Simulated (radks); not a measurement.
All-electron atom: Ho37+ in [Ar] 3d10 4s2. Method: Dirac Kohn-Sham, BLYP, spin-unpolarised, spherical densities, point nucleus; computed with a radial shooting solver on a logarithmic mesh with Libxc functionals.

Normalised radial functions P(r) = r R(r) (large component), r in bohr:

```
   r/bohr * 2p3/2, o 3d3/2 (the largest magnitude, 3.4, reaches the edge; | marks zero, & curves that meet)
 0.001208 &
 0.001535 &
 0.001952 &
 0.002481 o*
 0.003154 o*
 0.004009 o *
 0.005056 o  *
 0.006428 o   *
 0.008171 o     *
  0.01039 o        *
  0.01321 o            *
  0.01679 |o                 *
  0.02134 | o                      *
  0.02713 |  o                              *
  0.03449 |    o                                    *
  0.04384 |       o                                         *
  0.05574 |           o                                          *
  0.07085 |                 o                                    *
  0.09007 |                        o                      *
   0.1145 |                               o    *
   0.1456 |                      *            o
   0.1851 |          *                         o
   0.2334 |   *                          o
   0.2967 |*                    o
   0.3771 *           o
   0.4794 *    o
   0.6095 *o
   0.7748 &
    0.985 &
    1.252 &
```

2p3/2: eigenvalue -9549.0 eV, 0 radial nodes, <r> = 0.0799 bohr, 90 % of the charge inside 0.130 bohr. 3d3/2: eigenvalue -2874.7 eV, 0 radial nodes, <r> = 0.200 bohr, 90 % of the charge inside 0.310 bohr.
